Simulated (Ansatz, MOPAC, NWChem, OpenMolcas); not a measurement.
# A ladder of methods for InHCl (SMILES [Cl][InH])

InHCl, doublet, SMILES `[Cl][InH]`. Each level relaxes the structure for itself.

Each level gives the highest harmonic wavenumber at each level's own minimum (cm⁻¹). The values are calculated.

```
                                                                                                               level             kind     program  value (cm⁻¹)
                                                                                                                 AM1   semi-empirical       MOPAC          1420
                                                                                                                MNDO   semi-empirical       MOPAC          1545
                                                                                                           UHF/3-21G     Hartree–Fock      NWChem          1672
U-r2SCAN0-D3(BJ)/6-31G*/LANL2DZ (density fitting with ahlrichs coulomb fitting, core potential, Cartesian functions)  hybrid meta-GGA      NWChem          1530
                                                                                    UPBE0/def2-TZVP (core potential)    global hybrid      NWChem          1548
                                                                                 UPBE0-D4/def2-TZVP (core potential)    global hybrid      Ansatz          1550
                                                                                     UPBE0/def2-SVP (core potential)    global hybrid  OpenMolcas          1513
```

All-electron rows without a relativistic Hamiltonian named are non-relativistic, while core potentials hold scalar relativity, so basis and relativity change together. Harmonic and unscaled. The values span 1420 to 1672 cm⁻¹.
